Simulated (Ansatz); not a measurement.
Two structures, one formula

Two relaxed structures of HTeSO (charge -1), closed shell (PBE0-D4/def2-TZVPD; forces vanish, vibrations not checked).

A:

```json
{"atom": "O1", "x (Å)": "-0.8958", "y (Å)": "1.0281", "z (Å)": "-0.1765"}
{"atom": "Te2", "x (Å)": "0.7701", "y (Å)": "0.7709", "z (Å)": "0.5339"}
{"atom": "S3", "x (Å)": "1.1808", "y (Å)": "-1.4628", "z (Å)": "0.9001"}
{"atom": "H4", "x (Å)": "0.4417", "y (Å)": "1.2205", "z (Å)": "2.1674"}
```

B:

O1  (-0.379, 0.936, -0.615)
Te2  (0.231, 0.410, 1.055)
S3  (0.744, -2.010, 0.894)
H4  (1.985, -1.929, 0.380)
(Å)

Ansatz 0.2.0; basis: def2-TZVPPD; cores frozen in the correlated methods. Filled d shells of the heavier atoms are correlated. Core potentials replace the inner electrons of the atoms past krypton. The def2 sets are not built for correlating such inner shells, so the correlated values are less sure here. B3LYP uses VWN-RPA correlation.

Question: Which structure is lower at CCSD(T), and by how much? (To be estimated.)

Answer: By the calculation: B, by 24.6 kJ/mol (electronic energy, against the other). By their contacts, A is HTeSO ([O][TeH][S]), total charge -1 and B is HTeSO ([O][Te][SH]), total charge -1.

All methods give the same order:

```tsv
method	E(B) − E(A) (kJ/mol)
PBE-D4	-24.3
r2SCAN-D4	-21.5
PBE0-D4	-24.9
B3LYP-D4	-30.0
wB97M-V	-31.5
HF	-29.2
MP2	-29.0
CCSD	-26.3
CCSD(T)	-24.6
```

T1 diagnostic: at most 0.021.

Labels in which every atom is bracketed show which atoms are joined, not bond orders.

For scale, one of the runs: CCSD(T)/def2-TZVPPD, 167 basis functions, launched by `ansatz run in.yaml --threads 2 --pin off --events-out ev --progress --plain --max-ram 4352MiB`. Hardware: 2 CPU threads of an Arm Neoverse V1, shared host. Wall time 77 s; peak host memory 1.5 GiB.
